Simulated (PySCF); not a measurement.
Problem. Give a BHandHLYP/cc-pVDZ geometry of `C1(N)=CBC=C1`.

Solution. 
```
atom  x, y, z in Å
N1     1.6906    0.1529    1.0139
C2     0.5587   -0.0661    0.3327
C3    -0.0184   -1.2558   -0.0272
B4    -1.2820   -0.8984   -0.7738
C5    -1.3294    0.7158   -0.7807
C6    -0.2440    1.1240   -0.1294
H7     2.0113    1.0825    1.2025
H8     2.2554   -0.6128    1.3299
H9     0.4195   -2.2140    0.2234
H10   -2.0974   -1.6218   -1.2695
H11   -2.0569    1.3986   -1.2053
H12    0.0736    2.1435    0.0724
```

Any rigid rotation of these coordinates is as good. Atoms count from 1 in this order. N1 (enamine nitrogen) is planar (angles 121.2°, 120.8° and 118.0°, sum 360.0°, 0.01 Å off the plane of its three neighbours). Of the pairs four or more bonds apart, H7···H12 is among the closest relative to their van der Waals radii: 2.48 Å, 103 % of the sum of Bondi's values. The B–C distances run from 1.511 Å (C3–B4, drawn single) to 1.615 Å (B4–C5, drawn single), a spread of 0.104 Å. B4 (ring boron) is planar (angles 129.1°, 125.6° and 105.3°, sum 360.0°, 0.00 Å off the plane of its three neighbours).

Bonds between heavy atoms (Å): N1–C2 1.339, C2=C3 1.370, C3–B4 1.511, B4–C5 1.615, C5=C6 1.330, C2–C6 1.508.

Method: BHandHLYP/cc-pVDZ geometry optimisation, gas phase (PySCF 2.14.0).

Point group: Cs (tolerance 0.08 Å). Whether it is a minimum is left open (no frequencies).
